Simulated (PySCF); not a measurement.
Steps of a relaxation of SmCl2

SmCl2 (singlet in the valence; each metal's 4f electrons, 6 of them, lie in its core potential, out of spins and levels). PySCF 2.14.0, RKS PBE0, Sm lcecp-0-SVP with ECP52, Cl def2-SVP; non-relativistic Hamiltonian with scalar-relativistic core potentials where named; density fitting; no spin-orbit coupling. Origin of the start: template. Columns: position (Å) and force (eV/Å). Energies are counted from the last step; some of the 5 steps are shown. Forces carry noise of the integration grid, about 0.01 to 0.03 eV/Å.

Run from Python with OMP_NUM_THREADS=2. Where DIIS fails, smearing, a level shift and second-order steps follow.
It took 5.8 s on 2 threads of AMD EPYC 9R45 96-Core Processor (Zen 5), on a shared host, from the converged density of the start.

```xyz
3
step 0  E = 0.257 eV
Sm    0.0000    0.0000   -0.3614     0.00    0.00    1.16
Cl    2.5615    0.0000    0.7849    -1.14    0.00   -0.58
Cl   -2.5615    0.0000    0.7849     1.14    0.00   -0.58
```

```xyz
3
step 1  E = 0.075 eV
Sm    0.0000    0.0000   -0.3045     0.00    0.00    0.66
Cl    2.5059    0.0000    0.7565    -0.69    0.00   -0.33
Cl   -2.5059    0.0000    0.7565     0.69    0.00   -0.33
```

```xyz
3
step 3  E = 0.000 eV
Sm    0.0000    0.0000   -0.2552     0.00    0.00    0.03
Cl    2.4421    0.0000    0.7319    -0.03    0.00   -0.02
Cl   -2.4421    0.0000    0.7319     0.03    0.00   -0.02
```

Task: Where does the relaxation end?

Result: It converges at step 4 in C2v:
```xyz
3
step 4  E = 0
Sm    0.0000    0.0000   -0.2535
Cl    2.4392    0.0000    0.7310
Cl   -2.4392    0.0000    0.7310
```

Task: How did the contacts change?

Result: 
```tsv
contact	start (Å)	end (Å)
Sm1–Cl2 (Cl)	2.806	2.630
Sm1–Cl3 (Cl)	2.806	2.630
```


An lcecp potential fixes the number of 4f electrons, so in runs with it no electron can move into or out of that shell.
